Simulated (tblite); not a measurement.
C4H9NO2Si.
Atom-mapped SMILES: `[CH2:1]=[CH:2][O:3][SiH2:4][CH2:5][C:6]([NH2:7])=[O:8]` (hydrogens: H9, H10 on C1; H11 on C2; H12, H13 on Si4; H14, H15 on C5; H16, H17 on N7)

Computed with GFN2-xTB (tblite), gas phase: L-BFGS steps from a force-field or distance-geometry start until the largest atomic force falls under 0.01 eV/Å.

The end geometry, which sets the zero of energy:
```
atom  x, y, z in Å
C1      2.1971    1.2495   -0.0086
C2      2.5810   -0.0103   -0.0773
O3      1.7774   -1.0990   -0.0524
Si4     0.1924   -1.4068   -0.1264
C5     -0.8541   -0.5299    1.2271
C6     -1.5104    0.7017    0.6802
N7     -2.7574    0.5070    0.1828
O8     -0.9792    1.7921    0.6394
H9      1.1631    1.5345    0.0811
H10     2.9261    2.0381   -0.0274
H11     3.6231   -0.3003   -0.1554
H12     0.2249   -2.8407    0.1331
H13    -0.3672   -1.0618   -1.4361
H14    -1.6059   -1.2103    1.6216
H15    -0.1944   -0.2377    2.0432
H16    -3.2311    1.2827   -0.2489
H17    -3.1924   -0.3967    0.1635
```

Task: These geometries come from the run, each turned onto the end geometry. Order them by energy, lowest first.
A.
```
atom  x, y, z in Å
C1      2.3826    1.1345    0.0189
C2      2.6396   -0.1599    0.0565
O3      1.7434   -1.1612   -0.0802
Si4     0.1320   -1.2057   -0.2632
C5     -0.7524   -0.3140    1.1909
C6     -1.6880    0.7277    0.6492
N7     -2.9108    0.2486    0.3016
O8     -1.3888    1.8914    0.4934
H9      1.3875    1.5175   -0.1296
H10     3.1785    1.8471    0.1303
H11     3.6402   -0.5486    0.2113
H12    -0.0673   -2.6487   -0.2218
H13    -0.3171   -0.6155   -1.5262
H14    -1.2984   -1.0230    1.8122
H15    -0.0082    0.1879    1.8105
H16    -3.5669    0.8673   -0.1433
H17    -3.1131   -0.7333    0.3290
```
B.
```
atom  x, y, z in Å
C1      2.6643    1.1558    0.0300
C2      2.7571   -0.1538   -0.1072
O3      1.7488   -1.0425   -0.0328
Si4     0.1367   -1.0921   -0.1451
C5     -0.9178   -0.3211    1.2773
C6     -1.8566    0.6918    0.6890
N7     -3.0102    0.1475    0.2130
O8     -1.6011    1.8723    0.5906
H9      1.7267    1.6554    0.2057
H10     3.5400    1.7766   -0.0150
H11     3.7035   -0.6499   -0.3013
H12    -0.0012   -2.5435   -0.0900
H13    -0.3147   -0.4619   -1.3860
H14    -1.4809   -1.0944    1.8046
H15    -0.2798    0.1802    2.0048
H16    -3.6646    0.7390   -0.2710
H17    -3.1569   -0.8473    0.1729
```
C.
```
atom  x, y, z in Å
C1      2.2298    1.2225    0.0560
C2      2.6069   -0.0381   -0.0344
O3      1.7919   -1.1174   -0.0955
Si4     0.1989   -1.3838   -0.1881
C5     -0.8195   -0.4795    1.1703
C6     -1.5371    0.7031    0.5937
N7     -2.8314    0.4745    0.2571
O8     -1.0150    1.7817    0.4005
H9      1.1937    1.5121    0.0828
H10     2.9634    2.0054    0.1113
H11     3.6484   -0.3386   -0.0582
H12     0.1908   -2.8194    0.0668
H13    -0.3437   -1.0171   -1.4977
H14    -1.5273   -1.1615    1.6363
H15    -0.1318   -0.1251    1.9369
H16    -3.3574    1.2141   -0.1776
H17    -3.2677   -0.4208    0.3791
```
D.
```
atom  x, y, z in Å
C1      2.2980    1.2023   -0.0244
C2      2.6457   -0.0642    0.0980
O3      1.8245   -1.1335   -0.0091
Si4     0.2349   -1.3312   -0.2576
C5     -0.8267   -0.4819    1.1038
C6     -1.5980    0.6717    0.5377
N7     -2.9345    0.4688    0.4196
O8     -1.0826    1.7108    0.1803
H9      1.2819    1.5015   -0.2162
H10     3.0345    1.9778    0.0756
H11     3.6633   -0.3754    0.3074
H12     0.1640   -2.7799   -0.1093
H13    -0.1960   -0.8495   -1.5695
H14    -1.4960   -1.1965    1.5782
H15    -0.1471   -0.0931    1.8626
H16    -3.5010    1.1851   -0.0048
H17    -3.3719   -0.4005    0.6673
```
E.
```
atom  x, y, z in Å
C1      2.2575    1.1990    0.0191
C2      2.6323   -0.0659    0.0434
O3      1.8133   -1.1419   -0.0232
Si4     0.2186   -1.3394   -0.2271
C5     -0.8135   -0.4685    1.1411
C6     -1.5716    0.6839    0.5555
N7     -2.8927    0.4541    0.3468
O8     -1.0582    1.7411    0.2491
H9      1.2236    1.4944   -0.0540
H10     2.9930    1.9793    0.0852
H11     3.6695   -0.3731    0.1315
H12     0.1349   -2.7855   -0.0706
H13    -0.2314   -0.8618   -1.5333
H14    -1.4911   -1.1657    1.6286
H15    -0.1241   -0.0785    1.8886
H16    -3.4435    1.1696   -0.0972
H17    -3.3234   -0.4288    0.5562
```

Result: C (0.003 eV), E (0.008 eV), D (0.014 eV), A (0.034 eV), B (0.102 eV).

In the order of the answer:

```json
{"step": "162", "E above end (eV)": "0.003", "largest force (eV/Å)": "0.02", "rms force component (eV/Å)": "0.007", "rms distance from end (Å)": "0.125", "rms bond change (Å)": "0.001", "bond most changed (Å)": "O3–Si4 +0.002"}
{"step": "139", "E above end (eV)": "0.008", "largest force (eV/Å)": "0.06", "rms force component (eV/Å)": "0.019", "rms distance from end (Å)": "0.226", "rms bond change (Å)": "0.001", "bond most changed (Å)": "Si4–H13 -0.004"}
{"step": "110", "E above end (eV)": "0.014", "largest force (eV/Å)": "0.04", "rms force component (eV/Å)": "0.012", "rms distance from end (Å)": "0.292", "rms bond change (Å)": "0.002", "bond most changed (Å)": "O3–Si4 +0.005"}
{"step": "84", "E above end (eV)": "0.034", "largest force (eV/Å)": "0.06", "rms force component (eV/Å)": "0.019", "rms distance from end (Å)": "0.369", "rms bond change (Å)": "0.002", "bond most changed (Å)": "O3–Si4 +0.006"}
{"step": "43", "E above end (eV)": "0.102", "largest force (eV/Å)": "0.18", "rms force component (eV/Å)": "0.066", "rms distance from end (Å)": "0.459", "rms bond change (Å)": "0.004", "bond most changed (Å)": "Si4–C5 +0.009"}
```

What follows is the cost of the whole relaxation. On Arm Neoverse N1, one thread, no GPU, shared host, this took 2.1 s of wall time.
